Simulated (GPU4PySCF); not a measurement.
GPU4PySCF input for di-tert-butyl disulfide (C8H18S2), SMILES CC(C)(C)SSC(C)(C)C, ωB97M-D3(BJ)/def2-TZVP. 

```python
import numpy as np
import cupy as cp
from pyscf import gto, lo
from gpu4pyscf import dft
import os
os.environ['JAX_PLATFORMS'] = 'cpu'
from ase import Atoms, units
from ase.calculators.calculator import Calculator, all_changes
from sella import Sella

mol = gto.M(
    atom='''
    C    -2.89920000    0.10240000   -0.91720000
    C    -2.13650000    0.21810000    0.33080000
    C    -2.93890000    1.00730000    1.42640000
    C    -1.65810000   -1.12180000    0.82600000
    S    -0.66860000    1.35290000    0.01230000
    S     0.46970000    0.36010000   -1.37610000
    C     2.08220000    0.06160000   -0.55140000
    C     2.89450000   -0.72870000   -1.54100000
    C     2.69480000    1.34500000   -0.18540000
    C     1.87810000   -0.85310000    0.68170000
    H    -3.74540000   -0.55110000   -0.81870000
    H    -3.19610000    1.03390000   -1.36770000
    H    -2.23440000   -0.38650000   -1.69460000
    H    -2.31200000    1.09990000    2.28480000
    H    -3.79910000    0.38030000    1.62630000
    H    -3.21790000    1.94690000    1.01260000
    H    -2.50280000   -1.75500000    1.10290000
    H    -0.99020000   -1.62120000    0.08720000
    H    -1.02150000   -1.00870000    1.82000000
    H     2.41300000   -1.62680000   -1.91490000
    H     3.86770000   -0.96230000   -1.17620000
    H     3.00020000   -0.11330000   -2.44880000
    H     3.71390000    1.16640000    0.29030000
    H     2.10310000    1.86370000    0.55310000
    H     2.83950000    1.96130000   -1.06510000
    H     1.22050000   -0.32080000    1.42760000
    H     1.37300000   -1.76690000    0.46190000
    H     2.82190000   -1.11570000    1.12970000
    ''',
    basis='def2-TZVP',
    charge=0,
    spin=0,
    max_memory=12000,
    verbose=3,
)
mf = dft.RKS(mol, xc='wb97m-d3bj').density_fit(auxbasis='def2-universal-jkfit')
mf.cphf_grids.atom_grid, mf.cphf_grids.prune = (75, 302), None
mf.grids.atom_grid = (99, 590)
mf.conv_tol = 1e-9
mf.max_cycle = 100
mf.kernel()
grad = mf.nuc_grad_method()
scan = grad.as_scanner()
scan.verbose = scan.base.verbose = 0
class SCF(Calculator):
    implemented_properties = ['energy', 'forces']
    def calculate(self, atoms=None, properties=None, system_changes=all_changes):
        super().calculate(atoms, properties, system_changes)
        e, g = scan(mol.set_geom_(self.atoms.positions, unit='Angstrom', inplace=False))
        assert scan.converged
        self.results = {'energy': float(e) * units.Hartree, 'forces': -np.asarray(g) * units.Hartree / units.Bohr}
atoms = Atoms(mol.elements, mol.atom_coords(unit='Angstrom'), calculator=SCF())
conv = Sella(atoms, order=0, internal=True, allow_fragments=True).run(fmax=0.005, steps=200)
mol_eq = mol.set_geom_(atoms.positions, unit='Angstrom', inplace=False)
print(mol_eq.tostring(format='xyz'))
mf.reset(mol_eq)
mf.verbose = 3
mf.kernel()
```

Output:

```
converged SCF energy = -1112.4047713052
     Step          Energy         fmax         cmax       rtrust          rho
Sella   0   -30270.075647       2.8527       0.0000       0.1000       1.0000
Sella   1   -30270.557289       2.8527       0.0000       0.1000       1.0769
Sella   2   -30270.618561       1.3475       0.0000       0.1000       0.5933
Sella   3   -30270.675716       0.5842       0.0000       0.1000       0.9229
Sella   4   -30270.687539       0.2633       0.0000       0.1000       0.8614
Sella   5   -30270.690716       0.1397       0.0000       0.1000       0.4320
Sella   6   -30270.691743       0.0824       0.0000       0.1000       0.5069
Sella   7   -30270.691936       0.0364       0.0000       0.1000       0.1306
Sella   8   -30270.692772       0.0334       0.0000       0.1000       1.0130
Sella   9   -30270.692809       0.0125       0.0000       0.1000       1.2407
Sella  10   -30270.692830       0.0057       0.0000       0.1000       1.1836
28
XYZ from PySCF
C          -2.87644822       -0.00225169       -0.94103993
C          -2.07602831        0.24646374        0.33098259
C          -2.91386615        1.02177438        1.34595112
C          -1.60014320       -1.06876194        0.92315687
S          -0.67780489        1.40043661       -0.03310982
S           0.47096967        0.43728466       -1.41871099
C           2.04841878        0.02552723       -0.54636965
C           2.87581195       -0.66583325       -1.62835131
C           2.73096974        1.30975584       -0.09321721
C           1.82925435       -0.90331012        0.63526693
H          -3.73761185       -0.63456627       -0.71597370
H          -3.23291886        0.93487501       -1.36548028
H          -2.26718554       -0.51106508       -1.68668464
H          -2.35147463        1.20992061        2.26018283
H          -3.79832091        0.43743214        1.60246709
H          -3.24370188        1.97687671        0.93783944
H          -2.46180164       -1.70739132        1.12643836
H          -0.94920341       -1.59058057        0.22473064
H          -1.06071240       -0.91123814        1.85531474
H           2.39486160       -1.58311641       -1.96714712
H           3.85476115       -0.92307921       -1.22213018
H           3.02496712       -0.01314191       -2.48816200
H           3.69307823        1.07299131        0.36540861
H           2.12206156        1.83036781        0.64456485
H           2.90080453        1.97783730       -0.93598089
H           1.18362500       -0.43582864        1.37580570
H           1.38038723       -1.84401301        0.32170402
H           2.78865099       -1.11946578        1.10904394
converged SCF energy = -1112.42745236638
```

Self-consistency was reached.
